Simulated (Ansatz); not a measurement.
`OCB(O)O` + H₂S → `OB(O)S` + CH₃OH  (ligand exchange at a B–C bond)

Program: Ansatz. Geometries: PBE0-D4/def2-TZVP. ΔE: electronic, gas phase. CBS: MP2 limit from def2 TZ/QZ plus the TZ coupled-cluster correction, frozen cores. This one scheme is used for every species. DFT in def2-TZVPP. B3LYP here is the variant with VWN-RPA as its local correlation; programs differ in this. One conformer a species, not always the lowest.

```
             level  ΔE (kcal/mol)
            PBE-D4          -10.0
            B2PLYP           -9.6
              PBE0           -9.9
             B3LYP           -9.4
   CCSD/def2-TZVPP           -8.7
     HF/def2-QZVPP           -9.9
SCS-MP2/def2-QZVPP           -9.9
    CCSD/CBS(def2)           -8.9
```

Q: What does CCSD(T)/CBS give? (Estimate.)

A: Computed: -9.2 kcal/mol. The listed levels differ from it by -0.8, -0.4, -0.7, -0.2, 0.5, -0.7, -0.7, 0.3 kcal/mol.

Largest T1 diagnostic among the species: 0.012.
